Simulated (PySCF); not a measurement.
**Nuclear quadrupole coupling in `CC#C[SiH2]/C=C\[Si@@H](Cl)OC`**

C6H11ClOSi2.
Structure used (GFN2-xTB), in Å, numbered top down from 1:
```xyz
21
C6H11ClOSi2 angstrom
C      2.5110    1.6747    1.5140
C      1.7728    0.4641    1.2251
C      1.1651   -0.5470    0.9797
Si     0.2282   -2.0926    0.6049
C      0.0293   -2.2913   -1.2645
C     -0.4184   -1.3796   -2.1246
Si    -0.9754    0.3594   -1.7139
Cl    -2.5165    0.9079   -2.9148
O     -1.4901    0.2344   -0.1847
C     -1.9837    1.2069    0.6885
H      2.8019    1.6935    2.5644
H      3.4096    1.7179    0.8986
H      1.8977    2.5508    1.3019
H      1.0608   -3.2244    1.0560
H     -1.0577   -2.1218    1.3091
H      0.3137   -3.2611   -1.6631
H     -0.4643   -1.6379   -3.1790
H      0.0452    1.3952   -1.8796
H     -2.8108    1.7580    0.2347
H     -2.3346    0.7004    1.5876
H     -1.1927    1.9093    0.9592
```

Field gradients from the PBE0/pcSseg-1 density (PySCF, non-relativistic), principal values in atomic units, ordered |Vxx| ≤ |Vyy| ≤ |Vzz|:

| atom | Vxx | Vyy | Vzz |
| --- | --- | --- | --- |
| Cl8 | -0.8291 | -1.0892 | 1.9183 |
| O9 | -0.5364 | -1.1638 | 1.7003 |

Q: Find the asymmetry η = (Vxx − Vyy)/Vzz and the couplings χ = eQV/h (234.96 MHz × Q in barn × V in au), with Q(35Cl) = −0.0817 b, Q(17O) = −0.0256 b.

A: 
```tsv
atom	environment	nucleus	η	χzz (MHz)	χxx (MHz)	χyy (MHz)
Cl8	silicon-bound chlorine	35Cl	0.14	-36.82	15.92	20.91
O9	silyl ether oxygen	17O	0.37	-10.23	3.23	7.00
```

The tensor is traceless: Vxx + Vyy + Vzz = 0.

Q: What is Vzz at Cl8 in SI units (1 au = 9.71736 × 10²¹ V/m²)?

A: 1.9183 au = 18.641 × 10²¹ V/m².

Were the hydrogens deuterons (Q(2H) = 0.00286 b), χzz would run from 102 kHz (H14) to 214 kHz (H16 and H17).

One conformer (not necessarily the lowest) at the GFN2-xTB geometry, without solvent, vibrations or thermal averaging. GFN2-xTB frequencies show an imaginary mode (38i cm⁻¹), so this geometry is no minimum at that level. GFN2-xTB bond lengths can be off by several hundredths of an ångström, more for odd bonds, and the gradients follow them. These gradients aren't converged with respect to the basis.

These values come from a run that also computed NMR shieldings. On an Intel Xeon Platinum 8488C with one thread (shared host), this took 65 s wall and 1.1 GiB of memory at its peak.
